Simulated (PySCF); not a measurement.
How methods differ on the ionisation energy of Tm²⁸⁺

Tm²⁸⁺ [Kr] 4d5 [4d3/2^4 4d5/2^1, M_J = 5/2] → Tm²⁹⁺ [Kr] 4d4 [4d3/2^4, M_J = 0], as a difference of total energies. All numbers are calculated (PySCF 2.14, the two-component X2C-1e Hamiltonian, in an uncontracted even-tempered set (17 s from 2.4 bohr⁻², ratio 2.8; 14 p from 3.1 bohr⁻², ratio 2.8; 9 d from 3.1 bohr⁻², ratio 2.8; 3 f from 13 bohr⁻², ratio 3)). Correlated levels: [Ar] 3d10 frozen; the 92 highest virtual spinors dropped. "Screened" scales the spin-orbit matrix elements by Boettger's factors to mimic the two-electron term; Breit and QED terms are absent.

```tsv
method	ionisation energy (eV)
GHF (spin-free)	1060.9
GMP2 (spin-free)	1061.0
GHF (screened spin-orbit)	1049.7
GMP2 (screened spin-orbit)	1049.4
```

Breit and QED terms and the two-electron picture change are absent.

The spin-free rows relax to the high-spin LS determinant and lack the spin-orbit shift.

The labels give the starting determinants; with spin-orbit coupling the two ends relaxed to ⟨J²⟩ = 8.76, ⟨L²⟩ = 3.10, ⟨S²⟩ = 4.68 and ⟨J²⟩ = 0.00, ⟨L²⟩ = 2.46, ⟨S²⟩ = 2.46.

For comparison: 1050 ± 4 eV (theoretical estimate listed by NIST; NIST Atomic Spectra Database, ionization energies).
